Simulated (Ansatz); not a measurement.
Basis sets compared for the cluster Sn₂F₃. Total charge 0; doublet. Geometry PBE0-D4/def2-SVP. Ansatz on 4 threads of Arm Neoverse V2 on a shared host; times are rough, and most runs start from earlier orbitals.

```xyz
5

Sn   -0.717   -0.014   -1.405
Sn    1.096   -0.370    1.068
F    -0.718    0.724    0.628
F     2.177    1.193    0.580
F    -1.837   -1.533   -0.870
```

In the def2 sets Sn takes a core potential; there is no spin–orbit coupling. Another isomer (doublet) lies 0.28 eV lower at PBE0-D4/def2-TZVP; other spin states weren't run for this one.

Binding counts from free atoms (Sn triplet, F doublet) in the same basis, without a counterpoise term.

```csv
level,functions,energy (Eh),HOMO (eV),LUMO (eV),binding per atom (eV),wall time
PBE-D4/def2-SVP,94,-727.7463,-4.66,-3.92,3.48,1.1 s
PBE0-D4/def2-SVP,94,-727.7445,-5.64,-3.32,3.20,1.8 s
```

(1) Estimate the rows for PBE-D4/def2-TZVP (with forces), PBE0-D4/def2-TZVP.

Answers

(1) 
```tsv
level	functions	energy (Eh)	HOMO (eV)	LUMO (eV)	binding per atom (eV)	wall time
PBE-D4/def2-TZVP (with forces)	193	-728.1534	-4.88	-4.05	3.52	3.3 s
PBE0-D4/def2-TZVP	193	-728.1476	-5.81	-3.39	3.27	4.7 s
```
